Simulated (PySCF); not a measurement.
Bonds (- single, = double, # triple, : aromatic): F1-Si2 1.620 Å, Si2-P3 2.246 Å, Si2-Br4 2.219 Å. Si2 carries H5; P3 carries H6, H7. Stereochemistry as in F[Si@H](P)Br.

Calculated, not measured (PySCF 2.14): geometry from PBE0-D3(BJ)/def2-SVP, shieldings: GIAO PBE0/pcSseg-1. A single conformation, fast rotation and ring inversion assumed for equivalent nuclei, in vacuum, non-relativistic Hamiltonian.

Shifts are taken against calculated references (same method and geometry level): $^{1}$H (σ = 31.27 ppm) and $^{29}$Si (σ = 351.99 ppm) against TMS; $^{19}$F (σ = 177.25 ppm) vs CFCl3; $^{31}$P (σ = 310.13 ppm) vs H3PO4; $^{79}$Br (σ = 2584.45 ppm) against HBr.

```csv
atoms,nucleus,count,Hirshfeld charge,δ (ppm)
Br4,$^{79}$Br,1,-0.10,?
Si2,$^{29}$Si,1,0.36,43.8
H5,$^{1}$H,1,-0.07,6.23
H6/H7,$^{1}$H,2,0.00,2.14
P3,$^{31}$P,1,0.00,-234.5
F1,$^{19}$F,1,-0.20,?
```

Complete the table.

Results:


- F1: -152.7 ppm, fluorine bonded to Si
- Br4: 192 ppm, bromine bonded to Si

Relativistic effects, spin–orbit coupling among them, are left out; they matter for Br and for the light atoms bonded to it. Unscaled 19F shifts against computed CFCl3 carry errors that often reach 10 to 50 ppm. Experimental scales use liquid or dissolved standards, which lie at an offset from isolated H3PO4.
